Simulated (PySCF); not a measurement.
C3H5FOSi, SMILES C#C[Si@H](F)CO.

Coordinates come from a ωB97X-D3(BJ)/def2-SVP optimisation. The structure was generated by enumeration; whether it is a known compound was not checked. The values are those of a single conformer.

Computed with TDDFT-PBE/def2-SVPD (PySCF 2.14.0).

Vertical excitations. Isolated molecule, no solvent.

```tsv
state	energy (eV)	λ (nm)	f	main pairs
S1	4.65	267	0.003	HOMO→LUMO 99 %
S2	5.12	242	0.025	HOMO→LUMO+1 98 %
S3	5.83	213	0.002	HOMO−1→LUMO 98 %
S4	6.17	201	0.006	HOMO−2→LUMO 61 %, HOMO−1→LUMO+1 38 %
S5	6.25	198	0.004	HOMO→LUMO+2 98 %
S6	6.39	194	0.001	HOMO−2→LUMO+1 87 %
S7	6.47	192	0.003	HOMO−3→LUMO 89 %
S8	6.70	185	0.014	HOMO→LUMO+3 96 %
S9	6.90	180	0.028	HOMO−3→LUMO+1 88 %
S10	6.97	178	0.027	HOMO→LUMO+4 89 %
T1	4.43	280	0	HOMO→LUMO 99 %
T2	4.80	258	0	HOMO→LUMO+1 60 %, HOMO−2→LUMO 20 %, HOMO−1→LUMO+1 17 %
T3	5.02	247	0	HOMO−2→LUMO 59 %, HOMO→LUMO+1 34 %
T4	5.32	233	0	HOMO−1→LUMO 75 %, HOMO−2→LUMO+1 21 %
```
Triplets are in the Tamm–Dancoff approximation, which puts them higher than full response would, so one can lie above its singlet here.
